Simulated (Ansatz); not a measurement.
Worked example: SiH(NH2)2(SiH3) + SiH3I → Si(NH2)2(SiH3)2 + HI

Species: SiH(NH2)2(SiH3), singlet; SiH3I `[SiH3]I`, singlet; Si(NH2)2(SiH3)2, singlet; HI (hydrogen iodide), singlet. The partners trade H for SiH3: Si–H and I–SiH3 bonds give way to Si–SiH3 and I–H.

Shapes, held fixed at every level: PBE0-D4/def2-TZVP. Flexible molecules stand in one conformer, not always the lowest. Programs: Ansatz 0.2.0. Electronic energies: no zero-point or thermal term.

At CCSD(T)/def2-TZVPP; 1 Eh = 2625.50 kJ/mol:

```
        species  energy (Eh)
SiH(NH2)2(SiH3)  -692.316239
          SiH3I  -588.021398
Si(NH2)2(SiH3)2  -982.569082
             HI  -297.737430
```

Work out ΔE of the reaction at this level.


1. Products less reactants: (-982.569082) + (-297.737430) − [(-692.316239) + (-588.021398)] = 0.031125 Eh = +81.7 kJ/mol.

Other levels give +70.1 (PBE-D4/def2-TZVPP) to +108.3 kJ/mol (HF/def2-TZVPP). No measured value is set beside it here. For atoms past krypton def2 sets carry core potentials with scalar relativity. Correlated rows may include outer-core shells of I, which these sets cover unevenly.
